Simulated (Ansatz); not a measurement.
Input for Ansatz (a program for electronic structure): R-B3LYP/cc-pVTZ on BH3O2 (SMILES OBO), a point of a bond scan (R = 0.965 Å).

Ansatz 0.2 input:
```yaml
crystal:
  periodic: [false, false, false]
  atoms:
    - {symbol: B, position_ang: [-0.32498421, -0.27208544, -0.23351835]}
    - {symbol: H, position_ang: [-1.10969041, -0.98710405, -0.77860010]}
    - {symbol: O, position_ang: [-0.27461651, 1.03161116, -0.60531554]}
    - {symbol: H, position_ang: [0.38596329, 1.53677626, -0.11516598]}
    - {symbol: O, position_ang: [0.51652967, -0.72310754, 0.74487213]}
    - {symbol: H, position_ang: [0.41334292, -1.65727393, 0.94490509]}
basis:
  gaussian:
    orbitals: cc-pVTZ
    pivot_positions_ang: [[-0.32498421, -0.27208544, -0.23351835], [-1.10969041, -0.98710405, -0.77860010], [-0.27461651, 1.03161116, -0.60531554], [0.38596329, 1.53677626, -0.11516598], [0.51652967, -0.72310754, 0.74487213], [0.41334292, -1.65727393, 0.94490509]]
hamiltonian:
  xc: {name: B3LYP}
scf: {lower_state_search: off}
output: {orbitals: {seedname: ./end}}
```

The head of its log:

```
WARN ansatz: RAYON_NUM_THREADS=1 ignored (pool sized by the plan → 1); use --threads N
Functional definition: B3LYP
these checks for a lower state are left out or cut short: stability, starts, cluster_reference, orbital_swaps, neighbouring_geometries, increment
integrals: 0.03 GiB planned
726 factors; their error is unknown
mean field: 0.38 GiB planned
mean field evaluation 1: about -4816.9412 eV, gradient 6.9e1 eV
mean field evaluation 2: about -4805.9295 eV, gradient 1.1e2 eV
```

Question: Give the final energy of this run.

Answer: -177.2850 hartree.
